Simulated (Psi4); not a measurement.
A dimer, HF ··· CH3Br (SMILES F and CBr); the first 2 atoms form monomer A.

```
7

F      0.4622     0.0000     0.0000
H     -0.4622     0.0000     0.0000
C     -0.7098    -0.7563    -3.1075
Br    -2.1433    -0.4365    -1.8136
H      0.2344    -0.6279    -2.5903
H     -0.8212    -0.0325    -3.9071
H     -0.8205    -1.7697    -3.4769
```

Q: What interaction energy does SAPT0/jun-cc-pVDZ, frozen core (Psi4) give, and which attractive term is the largest?

A: Total -13.72 kJ/mol: electrostatics -24.76, exchange 24.17, induction -7.67, dispersion -5.47. The most attractive term is electrostatics.
